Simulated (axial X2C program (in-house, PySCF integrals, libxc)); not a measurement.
How long does SnP⁻ take?

A bond scan computed with an axial X2C code built on PySCF integrals. Basis: Sn dyall-acv3z [12s13p10d5f1g], P dyall-av3z [9s8p3d2f] (cores contracted in-house).

Input file and command:
```json
{
 "zs": [
  50,
  15
 ],
 "q": -1,
 "bas": [
  "dyall-acv3z",
  "dyall-av3z"
 ],
 "levels": [
  "PBE0",
  "HF",
  "BP86"
 ],
 "cc": true,
 "r0": 2.32,
 "thr": -1.0,
 "nmax": 90,
 "npts": 10,
 "nst": 2,
 "ntry": 6
}
```
```bash
python so2c.py task.json out
```

Keys: zs atomic numbers; q charge; bas basis sets; levels methods; cc coupled cluster on or off; r0 starting distance in Å; thr threshold in hartree for freezing inner shells (an s shell follows its p shell); nmax most natural virtual spinors; npts points on the curve; nst determinants followed; ntry starts of the search. HF also brings MP2.

Hardware: 1 thread of Arm Neoverse V1, with other jobs on the host.

Wall time of one point of each curve, integrals apart:

```csv
Hamiltonian,level,points,seconds a point
spin-free,PBE0,10,0.45
spin-free,HF,10,0.22
spin-free,"CCSD(T) (10 electrons, 88 virtuals)",7,2.9
spin-free,BP86,10,0.32
2c,PBE0,10,0.64
2c,HF,10,0.48
2c,"CCSD(T) (10 electrons, 90 virtuals)",7,4.1
2c,BP86,10,0.34
```

The rest:

Search with its distance optimisation 20 s, atoms 24 s, whole task 140 s. Coupled cluster runs on the points near the minimum only. The program drops outer points, and coupled cluster, when its time limit (not in the input) nears; MP2, further determinants and curves that did not converge are not in the table.
